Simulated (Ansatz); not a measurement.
Basis-set extrapolation for C2H4F2Si, SMILES `F[C@H]1C[Si@@H]1F` (PBE0-D4/def2-TZVP geometry, frozen core, Ansatz). Multiplicity 1, RHF reference.

```json
{"": "HF", "def2-TZVPP": "-566.006788", "def2-QZVPP": "-566.028712"}
{"": "MP2 correlation", "def2-TZVPP": "-0.945624", "def2-QZVPP": "-1.025033"}
{"": "CCSD(T) correlation", "def2-TZVPP": "-1.007697", "def2-QZVPP": "not run"}
```

Energies in hartree. Use E(X) = E(∞) + A·exp(−7.88·√X) for Hartree–Fock and E(X) = E(∞) + B·X^(−2.97) for correlation, with X = 3 and 4, and add CCSD(T) minus MP2 of the smaller set to the MP2 limit.

What is the CCSD(T) energy at the basis-set limit?

HF limit: -566.028712 + (-0.021924) × 0.13774 = -566.03173. MP2 limit: -1.025033 + (-0.079409) × 0.74074 = -1.08385. Higher-order term: -1.007697 − (-0.945624) = -0.06207. Total: -567.17765 hartree, 428.4 kJ/mol below CCSD(T)/def2-TZVPP.
